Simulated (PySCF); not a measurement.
# Frontier orbitals and the lowest excitations

Compound: C4H9F3N (charge +1).
Structure used (GFN2-xTB), in Å, numbered top down from 1:
```
atom  x, y, z in Å
C1     1.7631    0.8855    0.1646
N2     1.1139   -0.4222    0.4181
C3     0.1704   -0.8543   -0.6655
C4    -1.2953   -0.8083   -0.2406
C5    -1.7455    0.5917    0.1720
F6    -1.3864    1.5124   -0.7290
F7    -1.1302    0.9523    1.3269
F8    -3.0450    0.6712    0.3684
H9     1.0136    1.6668    0.0583
H10    2.3563    0.8363   -0.7460
H11    2.4139    1.1454    0.9966
H12    1.8492   -1.1279    0.5397
H13    0.6055   -0.3572    1.3119
H14    0.4070   -1.8768   -0.9639
H15    0.3230   -0.2026   -1.5293
H16   -1.9171   -1.1163   -1.0846
H17   -1.5034   -1.4840    0.5924
```

Level of theory: TDDFT CAM-B3LYP/def2-SVPD, vertical, gas phase, core orbitals frozen in the response (PySCF).

Kohn–Sham orbitals with the atoms that hold most of them (Löwdin shares over 4%, at most four atoms; ? is withheld):

```tsv
orbital	ε (eV)	atoms
HOMO-3	-17.62	F8 41%, F7 28%, F6 22%
HOMO-2	-17.48	C4 16%, F6 16%, F8 15%, C1 12%
HOMO-1	-17.38	C4 29%, C3 16%, H17 14%, F7 12%
HOMO	-16.54	?
LUMO	?	?
LUMO+1	-2.59	H13 25%, N2 14%, H12 10%, F7 10%
LUMO+2	-2.41	H17 12%, C4 12%, C1 12%, H12 8%
```

**Question.** Give the leading atoms of the LUMO.

**Answer.** H12 (bonded to N) 27%; N2 (bonded to 2 C and 2 H) 14%; H13 (bonded to N) 11%; C3 (bonded to C, N and 2 H) 10%. By element: hydrogen 38% or more, nitrogen 14%, carbon 10% or more.

**Question.** Which atoms hold the HOMO, and with what shares?

**Answer.** C4 (bonded to 2 C and 2 H) 22%; F8 (bonded to C) 17%; C5 (bonded to C and 3 F) 14%; F6 (bonded to C) 12%. By element: carbon 36% or more, fluorine 29% or more.

**Question.** What is the LUMO energy, and the HOMO–LUMO gap?

**Answer.** ε(LUMO) = -3.82 eV; the gap is 12.72 eV (0.4674 hartree).

**Question.** The HOMO–LUMO gap is 12.72 eV. Where does the response calculation put the lowest singlet, and from which orbitals?

**Answer.** S1 is at 9.88 eV (f = 0.0069), 2.84 eV below the gap, made of HOMO→LUMO (86%). 

Next come S2 at 10.48 eV (f 0.0098), HOMO-1→LUMO (42%), HOMO-2→LUMO (39%); S3 at 10.60 eV (f 0.0077), HOMO-1→LUMO (40%), HOMO-2→LUMO (37%); S4 at 10.87 eV (f 0.022), HOMO-4→LUMO (40%), HOMO→LUMO+1 (17%), HOMO-6→LUMO (13%); S5 at 11.01 eV (f 0.012), HOMO→LUMO+1 (64%).

Löwdin shares depend on the basis, the more so with diffuse functions.

One conformer stands for the species.
